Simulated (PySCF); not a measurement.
F$_{2}$OS, charge -1, doublet, geometry from GFN2-xTB (a state made from the parent by changing its charge; the spin is typed, not shown lowest) (a gas-phase anion, which may not be bound at this level); PySCF with SVWN5/STO-3G.

The PySCF input:
```python
from pyscf import gto, scf, dft

mol = gto.Mole()
mol.atom = '''
    O     1.302563   -0.091502   -0.179801
    S    -0.137690    0.009672    0.019006
    F    -0.341904    1.865449   -0.039626
    F    -0.571149   -1.801309    0.165660
'''
mol.basis = 'sto-3g'
mol.charge = -1
mol.spin = 1
mol.verbose = 4
mol.symmetry = True
mol.build()

mf = dft.UKS(mol)
mf.xc = 'lda,vwn'
mf.irrep_nelec = {'A1': (11, 11), 'A2': (2, 1), 'B1': (4, 3), 'B2': (5, 6)}
mf.kernel()
mf.analyze()
```

Output, abridged:

```
PySCF version 2.14.0

[INPUT] verbose = 4
[INPUT] num. atoms = 4
[INPUT] num. electrons = 43
[INPUT] charge = -1
[INPUT] spin (= nelec alpha-beta = 2S) = 1
[INPUT] symmetry True subgroup None
[INPUT] Mole.unit = angstrom
[INPUT] Symbol           X                Y                Z      unit          X                Y                Z       unit  Magmom
[INPUT]  1 O      1.302563000000  -0.091502000000  -0.179801000000 AA    2.461487329992  -0.172913719850  -0.339774646923 Bohr   0.0
[INPUT]  2 S     -0.137690000000   0.009672000000   0.019006000000 AA   -0.260196390091   0.018277431077   0.035916134723 Bohr   0.0
[INPUT]  3 F     -0.341904000000   1.865449000000  -0.039626000000 AA   -0.646104920893   3.525187709344  -0.074882287412 Bohr   0.0
[INPUT]  4 F     -0.571149000000  -1.801309000000   0.165660000000 AA   -1.079315186319  -3.403980675714   0.313052029795 Bohr   0.0

nuclear repulsion = 169.481208090302
point group symmetry = C2v
symmetry origin: [-5.84915229e-07 -1.79973917e-07 -2.69960875e-07]
symmetry axis x: [-0.13980478 -0.04663378 -0.98908034]
symmetry axis y: [-0.06230088 -0.99649693  0.05578959]
symmetry axis z: [ 0.98821719 -0.06942023 -0.13640971]
num. orbitals of irrep A1 = 12
num. orbitals of irrep A2 = 1
num. orbitals of irrep B1 = 4
num. orbitals of irrep B2 = 7
number of shells = 14
number of NR pGTOs = 72
number of NR cGTOs = 24
basis = sto-3g
ecp = {}

******** <class 'pyscf.dft.uks_symm.SymAdaptedUKS'> ********
method = SymAdaptedUKS
initial guess = minao
damping factor = 0
level_shift factor = 0
DIIS = <class 'pyscf.scf.diis.CDIIS'>
diis_start_cycle = 1
diis_space = 8
diis_damp = 0
SCF conv_tol = 1e-09
SCF conv_tol_grad = None
SCF max_cycles = 50
direct_scf = True
direct_scf_tol = 1e-13
number electrons alpha = 22  beta = 21
irrep_nelec {'A1': (11, 11), 'A2': (2, 1), 'B1': (4, 3), 'B2': (5, 6)}
XC library pyscf.dft.libxc version 7.1.2
    S. Lehtola, C. Steigemann, M. J. T. Oliveira, and M. A. L. Marques,  SoftwareX 7, 1–5 (2018)
XC functionals = lda,vwn
    P. A. M. Dirac,  Math. Proc. Cambridge Philos. Soc. 26, 376 (1930)
    F. Bloch,  Z. Phys. 57, 545 (1929)
    S. H. Vosko, L. Wilk, and M. Nusair,  Can. J. Phys. 58, 1200 (1980)
radial grids:
    Treutler-Ahlrichs [JCP 102, 346 (1995); DOI:10.1063/1.469408] (M4) radial grids

becke partition: Becke, JCP 88, 2547 (1988); DOI:10.1063/1.454033
pruning grids: <function nwchem_prune>
grids dens level: 3
symmetrized grids: True
atomic radii adjust function: <function treutler_atomic_radii_adjust>
small_rho_cutoff = 0
Traceback (most recent call last):
  File "input.py", line 20, in <module>
  File "<string>", line 2, in kernel
  File "site-packages/pyscf/scf/hf.py", line 2090, in scf
  File "site-packages/pyscf/scf/uhf_symm.py", line 332, in build
  File "site-packages/pyscf/scf/hf_symm.py", line 255, in check_irrep_nelec
ValueError: More electrons than orbitals for irrep A2 nelec = 2 + 1, norb = 1
```

The input was rejected before any calculation.
